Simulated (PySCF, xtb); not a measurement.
Be(Et)2 (C4H10Be), SMILES [CH2]([Be][CH2]C)C.

xtb with GFN2-xTB at its own geometry gives an orbital gap of 4.64 eV and a dipole moment of 0.05 D.

Coordinates come from a B3LYP-D3(BJ)/def2-SVP optimisation. The isomer is the one that the SMILES or the coordinates give; other isomers of the formula were not compared. The values are those of a single conformer.

What does PySCF with PBE0/def2-TZVP give? (An estimate is asked for; the answer gives what the named calculation found.)

gap 7.48 eV (levels -7.37 and 0.11 eV), dipole 0.08 D.
